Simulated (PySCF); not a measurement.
Al(I)(OH)2 (AlH2IO2), SMILES [OH][Al]([OH])[I]. Atoms are numbered in the order given.

```xyz
6

Al     0.0000     0.0000     1.3799
I      0.0000     0.0000    -1.0903
O      0.0000    -1.4437     2.2555
H      0.0000    -2.3243     1.8786
O      0.0000     1.4437     2.2555
H      0.0000     2.3243     1.8786
```

Coordinates come from a PBE0-D3(BJ)/def2-SVP optimisation. The def2 effective core potentials stand for the cores of I; spin–orbit coupling is left out. One conformer was computed; it need not be the lowest.

These are PySCF with PBE0-D3(BJ)/def2-SVP values and carry that method's errors.

Frequencies are harmonic and unscaled.

```
mode  ν (cm⁻¹)  IR (km/mol)  Raman (Å⁴/amu)  depolarisation  moving atoms (share of kinetic energy)
----  --------  -----------  --------------  --------------  --------------------------------------
1          146         20.8             3.4            0.75                 O 56 %, Al 22 %, H 15 %
2          193          0.2             3.9            0.38                  O 68 %, I 18 %, H 13 %
3          237         36.0             0.9            0.75                         Al 68 %, O 27 %
4          289          0.0             1.5            0.75                          H 86 %, O 14 %
5          342         16.6             5.9            0.11                 Al 52 %, O 29 %, I 14 %
6          343        248.7             0.3            0.75                                  H 93 %
7          530        122.0             0.0               –                          H 78 %, O 22 %
8          589        407.9             2.0            0.18                          H 79 %, O 15 %
9          812         98.4             9.2            0.08                         O 65 %, Al 28 %
10         982        103.1             1.3            0.75                         Al 50 %, O 43 %
11        3995        255.5             0.1            0.75                                  H 94 %
12        3995          0.1           136.5            0.26                                  H 94 %
```
